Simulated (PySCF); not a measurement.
## Low-lying terms of Be (beryllium, neutral)

Ground state [He] 2s2, ¹S. Computed with PySCF 2.14 in def2-TZVP, with the non-relativistic Hamiltonian (point nucleus). Vertical excitation energies in eV without spin-orbit coupling; excited terms of each kind are numbered among those the solver found. Frozen: nothing.

| term | leading excitation | EOM-EE-CCSD | measured centre of gravity (NIST) |
| --- | --- | --- | --- |
| 1 3P° | 2s → p | 2.747 | 2.725 (2s2p) |
| 1 1P° | 2s → p | 5.535 | 5.277 (2s2p) |
| 1 3S | 2s → s | 6.741 | 6.457 (2s3s) |
| 1 1S | 2s → s | 7.285 | 6.779 (2s3s) |

Only the lower part of the computed list is shown. Doubly excited terms such as np² are absent. The solver can miss terms. Rydberg members are limited by the diffuse functions of the basis.
